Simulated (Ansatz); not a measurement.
Basis-set extrapolation for `FBN[SiH3]` (PBE0-D4/def2-TZVP geometry, frozen core, Ansatz 0.2.0). Multiplicity 1, RHF reference.

|  | def2-TZVPP | def2-QZVPP |
| --- | --- | --- |
| HF | -470.634907 | -470.652756 |
| MP2 correlation | -0.683625 | -0.738876 |
| CCSD(T) correlation | -0.742275 | not run |

Energies in hartree. Use E(X) = E(∞) + A·exp(−7.88·√X) for Hartree–Fock and E(X) = E(∞) + B·X^(−2.97) for correlation, with X = 3 and 4, and add CCSD(T) minus MP2 of the smaller set to the MP2 limit.

Task: What is the CCSD(T) energy at the basis-set limit?

Result: HF limit: -470.652756 + (-0.017849) × 0.13774 = -470.65521. MP2 limit: -0.738876 + (-0.055251) × 0.74074 = -0.77980. Higher-order term: -0.742275 − (-0.683625) = -0.05865. Total: -471.49366 hartree, 73.1 kcal/mol below CCSD(T)/def2-TZVPP.
